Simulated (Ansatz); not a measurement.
Basis sets compared for In₁₀As₁₁H₂₈⁺, a nanocrystal cut from wurtzite InAs (hydrogen-capped). Total charge 1; singlet. Geometry PBE-D4/def2-SVP. Ansatz on 11 threads of AMD EPYC 7R13 on a shared host and a whole NVIDIA H100 80GB HBM3; times are rough, and most runs start from earlier orbitals.

```xyz
49

As    3.213   -0.159   -3.121
In    5.249    1.303   -1.856
As   -0.981   -1.960   -3.516
In   -1.400   -4.414   -2.418
In    0.734   -0.477   -2.168
As    1.134   -1.318    0.335
As    3.592    1.984    0.214
In    2.969   -0.018    1.865
As   -2.591   -3.323   -0.128
In   -1.242   -1.652    1.458
As   -0.814   -2.541    3.935
As    1.400    0.717    3.907
In    0.886   -1.226    5.759
In   -2.895   -0.472   -4.769
As   -0.134    2.004   -1.702
In    1.667    3.640   -0.553
As   -3.926    0.497   -2.371
In   -2.613    2.122   -0.688
As   -2.168    0.820    1.619
As    0.308    4.112    1.754
In   -0.724    2.235    3.417
H     3.651   -1.588   -3.434
H     3.001    0.276   -4.569
H     6.309    0.059   -1.299
H     5.397    2.698   -2.865
H    -0.055   -2.321   -4.682
H     0.088   -4.961   -1.719
H    -2.704   -5.175   -3.254
H     1.612   -2.759    0.158
H     4.454    2.895    1.091
H     4.286   -1.057    2.311
H    -3.117   -4.382    0.838
H    -3.932   -2.631   -0.367
H    -0.426   -3.999    3.698
H    -2.213   -2.822    4.478
H     2.279    1.710    4.671
H     2.239   -2.297    5.814
H    -0.233   -0.579    6.905
H    -4.104   -1.553   -5.362
H    -2.111    0.943   -5.387
H    -0.326    2.572   -3.109
H     2.049    5.084   -1.430
H    -4.499   -0.613   -1.492
H    -5.254    1.211   -2.613
H    -3.260    3.715   -0.452
H    -3.540    0.664    2.273
H     1.182    5.011    2.626
H    -0.781    5.147    1.470
H    -1.657    2.877    4.728
```

In the def2 sets In takes a core potential; there is no spin–orbit coupling. Single mean-field runs in def2-SVP, def2-TZVP are fitted with def2-universal-jkfit.

```
           level  functions  energy (Eh)  HOMO (eV)  LUMO (eV)  wall time
 PBE-D4/def2-SVP        752  -26506.3491      -8.20      -5.16        4 s
PBE0-D4/def2-SVP        752  -26507.1150      -9.12      -4.48      6.5 s
```

(1) Estimate the rows for PBE-D4/def2-TZVP (with forces), PBE0-D4/def2-TZVP.

Results:

(1) 
```
                         level  functions  energy (Eh)  HOMO (eV)  LUMO (eV)  wall time
PBE-D4/def2-TZVP (with forces)       1196  -26509.4804      -8.24      -5.23        8 s
             PBE0-D4/def2-TZVP       1196  -26510.2267      -9.14      -4.53       11 s
```
